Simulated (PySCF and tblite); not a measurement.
Values are calculated unless marked as measured or tabulated.
3 regioisomers of C6H9N:

| isomer | SMILES |
| --- | --- |
| A | [CH3:1][CH2:2][n:3]1[cH:4][cH:5][cH:6][cH:7]1 |
| B | [CH3:1][c:2]1[cH:3][cH:4][n:5]([CH3:6])[cH:7]1 |
| C | [CH3:1][c:2]1[cH:3][cH:4][cH:5][n:6]1[CH3:7] |

Each isomer is a Boltzmann average at 298.15 K over at most 6 conformers: GFN2-xTB geometries, energies PBE0/def2-SVP (D3(BJ) added where defined), GFN2-xTB thermal terms. Programs: PySCF with density fitting and tblite.

Rank the isomers by free energy at 298.15 K.


```
isomer  ΔG (kcal/mol)  ΔE, lowest conformer  conformers  largest weight %  rms dipole (D)
     C            0.0                   0.0           1               100            2.34
     B            1.0                   1.5           1               100            1.99
     A            2.9                   2.2           1               100            2.25
```

The search found a single conformer for at least one isomer; other rotamers may be missing.
